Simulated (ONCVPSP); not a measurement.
## What one change does to a pseudopotential (germanium, ONCV)

* Element: Ge
* Generator: ONCVPSP 4.0.1
* Type: optimised norm-conserving Vanderbilt (ONCV)
* Functional: PBEsol
* Relativity: scalar-relativistic
* Frozen core: [Ar]
* Valence charge: 14
* Reference configuration: 3d10 4s2 4p2
* Partial waves: 4s: rc 1.80 bohr, ncon 4, nbas 8, qcut 3.9 1/bohr, 3 projectors, debl 3.2 Ha; 4p: rc 2.15 bohr, ncon 5, nbas 8, qcut 4.2 1/bohr, 2 projectors, debl 0.7 Ha; 3d: rc 0.90 bohr, ncon 4, nbas 9, qcut 14.4 1/bohr, local
* Local potential: the d channel
* Core correction: Teter function, fcfact 5.5, rcfact 1.1

Change: s: qcut 2.7; p: qcut 2.9; d: qcut 10.

Cutoffs: the cutoffs (Ha) at which the residual kinetic energy of the hardest occupied pseudo-wave falls to 1 and 0.1 mHa per electron; they do not see the model core or the augmentation charge, which bear on the density cutoff. Errors are all-electron minus pseudo energies relative to the spin-unpolarised reference configuration.

Q: What does the change do?

A: The potential gets harder (100 Ha and 321 Ha → 395 Ha and 546 Ha); both files keep a bound ghost (p, s); of the 4 tests that both files solve, the error grows in 3 and shrinks in 0 by more than 15 % and 0.3 meV (median size 5.8 → 7.4 meV); the range in which the p phases agree widens (upper end 3.0 → at the end of the scan); the range in which the d phases agree narrows (upper end 2.4 → 1.3).

| quantity | base | changed |
| --- | --- | --- |
| cutoff, loose | 100 Ha | 395 Ha |
| cutoff, tight | 321 Ha | 546 Ha |
| loose cutoff by channel | s 8.2 Ha, p 6.6 Ha, d 100 Ha | s 43 Ha, p 6.7 Ha, d 395 Ha |
| bound ghosts | s, p | s, p |
| GHOST(+) flags under 300 eV | none | none |
| error for 3d10 4s2 4p1, meV [ΔE 7.45 eV] | -1.9 | -2.2 |
| error for 3d10 4s2 4p0, meV [ΔE 22.90 eV] | -8.7 | -10 |
| error for 3d10 4s1 4p0, meV [ΔE 57.69 eV] | -12 | -16 |
| error for 3d10 4s1 4p2, meV [ΔE 16.18 eV] | -2.9 | -4.6 |
| s: phases at 1.83 bohr within 0.05 rad from the reference energy up to (Ha; the scan ends near 5) | to the end of the scan | to the end of the scan |
| p: phases at 2.18 bohr within 0.05 rad from the reference energy up to (Ha; the scan ends near 5) | 3.0 | to the end of the scan |
| d: phases at 0.91 bohr within 0.05 rad from the reference energy up to (Ha; the scan ends near 5) | 2.4 | 1.3 |
| rms error of d²Exc/dni dnj with the model core, mHa | 5.50 | 4.91 |

 A true bound ghost makes a file unfit for plane-wave use even where its test errors are small: the radial tests pick states by their node count and pass the ghost by.
